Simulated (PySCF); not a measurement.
# Sn (tin, neutral): UHF calculation

Configuration: [Kr] 4d10 5s2 5p1 6s1, high-spin 3P determinant (an excited configuration). All numbers are calculated (PySCF 2.14, the spin-free X2C one-electron Hamiltonian (Gaussian nucleus), in aug-cc-pVQZ-DK3 (9s8p6d3f2g, 102 functions)).

| Quantity | Value |
| --- | --- |
| Total energy | -6173.372332 hartree |
| One-electron energy | -8483.7127 hartree |
| Hartree (Coulomb) energy | 2474.2896 hartree |
| Exchange energy | -163.9492 hartree |
| ⟨S²⟩ | 2.0103 |
| ⟨L²⟩ | 2.050 |
| Sum of ⟨r⟩ | 39.41 bohr |
| Sum of ⟨r²⟩ | 100.0 bohr² |
| Traceless quadrupole moment −½Σ⟨3z² − r²⟩ along its main axis | -1.72 e·bohr² |
| Langevin diamagnetic susceptibility | -79.2 ×10⁻⁶ cm³/mol |

| shell | electrons | mean orbital energy (eV) | spread (eV) | rms radius, mean of both spins (bohr) |
| --- | --- | --- | --- | --- |
| 1s α | 1 | -29345.3 | 0 | 0.0333 |
| 1s β | 1 | -29345.3 | 0 | 0.0333 |
| 2s α | 1 | -4526.4 | 0 | 0.136 |
| 2s β | 1 | -4526.4 | 0 | 0.136 |
| 2p α | 3 | -4059.4 | 0.011 | 0.121 |
| 2p β | 3 | -4059.4 | 0.059 | 0.121 |
| 3s α | 1 | -916.54 | 0 | 0.361 |
| 3s β | 1 | -916.49 | 0 | 0.361 |
| 3p α | 3 | -759.68 | 0.031 | 0.362 |
| 3p β | 3 | -759.62 | 0.189 | 0.362 |
| 3d α | 5 | -517.72 | 0.116 | 0.341 |
| 3d β | 5 | -517.70 | 0.159 | 0.341 |
| 4s α | 1 | -163.90 | 0 | 0.874 |
| 4s β | 1 | -163.77 | 0 | 0.874 |
| 4p α | 3 | -113.98 | 0.076 | 0.950 |
| 4p β | 3 | -113.87 | 0.461 | 0.950 |
| 4d α | 5 | -39.390 | 0.335 | 1.18 |
| 4d β | 5 | -39.278 | 0.537 | 1.18 |
| 5s α | 1 | -17.815 | 0 | 2.54 |
| 5s β | 1 | -15.672 | 0 | 2.54 |
| 5p α | 1 | -9.902 | 0 | 3.23 |
| 6s α | 1 | -2.767 | 0 | 7.31 |

The outer electron is Rydberg-like, and this basis confines it to a smaller radius and binds it less than a complete one would.

Densities and radii are taken from the X2C orbitals without a picture-change correction, which distorts them close to the nucleus.

Spin-orbit constants ζ (cm⁻¹) from the X2C one-electron operator on these orbitals: bare nucleus, nucleus screened by l(l+1)(2l+1)/3 electrons, and screened by the Breit-Pauli mean field of the electrons.

```
shell     bare  screened nucleus  mean field
   2p  1237000           1187000         n/a
   3p   228700            219500         n/a
   3d    34320             27460         n/a
   4p    38650             37100         n/a
   4d     4021              3217         n/a
   5p     2523              2422         n/a
```

To first order the Landé constant is A = 1211 cm⁻¹, so the lowest level has J = 0 and lies 0.300 eV below the centre of the term. This holds in LS coupling only.
